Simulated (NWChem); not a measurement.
## Atomisation of HO2

```
O
H 1 0.9811
O 1 1.3168 2 105.95
```
Charge 0, spin multiplicity 2.

All runs are NWChem calculations. Structure: optimised with UB3LYP/def2-SVP, a minimum by its harmonic frequencies.

Basis set: def2-TZVP. The atomisation energy is electronic alone: no zero-point, thermal, spin-orbit or counterpoise terms. No value is extrapolated to the basis-set limit. Free atoms are single determinants with multiplicities O 3, H 2.

B3LYP has NWChem's definition, with VWN1-RPA local correlation. The structure started from a generated list of species. The unpaired electrons of the parent sit in orbitals of symmetry a" (Cs labels of the run); other states weren't searched. No SCF solution was tested for a lower state. Open-shell Hartree-Fock references start from PBE0 orbitals.

Q: One of these methods gave an atomisation energy of 179.4 kcal/mol. Which?
(A) TPSS
(B) PBE
(C) PBE0
(D) HF

A: A, TPSS. The others give 193.8 (PBE), 70.3 (HF), 174.8 (PBE0).
